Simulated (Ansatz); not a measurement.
One change: `BCCB` becomes `BCCBC`.

Ansatz, PBE0-D4/def2-TZVP geometries, multiplicity 1. Each molecule was computed in one conformer, which needn't be the lowest.

```
                                                                                  property  `BCCB`
ideal-gas entropy at 298 K and 1 bar (rigid rotor, harmonic PBE0-D4/def2-TZVP) / J/(mol·K)     286
                                            zero-point energy (PBE0-D4/def2-TZVP) / kJ/mol   256.4
                                            size of the dipole moment (PBE/def2-TZVPP) / D    0.94
                                                        HOMO energy (PBE0/def2-TZVPP) / eV   -8.53
                                                      HOMO–LUMO gap (PBE0/def2-TZVPP) / eV    8.09
                                                   HOMO–LUMO gap (ωB97M-V/def2-TZVPP) / eV   12.10
```

(1) What does the change do to each property? (An estimate is asked.)

## Answers

(1) Ansatz gave: 
| property | `BCCBC` | shift |
| --- | --- | --- |
| ideal-gas entropy at 298 K and 1 bar (rigid rotor, harmonic PBE0-D4/def2-TZVP) / J/(mol·K) | 361 | 75 |
| zero-point energy (PBE0-D4/def2-TZVP) / kJ/mol | 325.2 | 68.8 |
| size of the dipole moment (PBE/def2-TZVPP) / D | 1.16 | 0.22 |
| HOMO energy (PBE0/def2-TZVPP) / eV | -8.15 | 0.38 |
| HOMO–LUMO gap (PBE0/def2-TZVPP) / eV | 7.18 | -0.91 |
| HOMO–LUMO gap (ωB97M-V/def2-TZVPP) / eV | 11.33 | -0.77 |

With PBE0 the HOMO rises by 0.38 eV and the LUMO falls by 0.53 eV, so the gap narrows by about 0.91 eV. PBE moves the HOMO by 0.49 eV and ωB97M-V by 0.34 eV. The zero-point energy changes by 68.8 kJ/mol with +9 modes. Dipoles are sizes alone; their direction can turn. Modes under 60 cm⁻¹, often nearly free rotors, make the harmonic entropy too high.
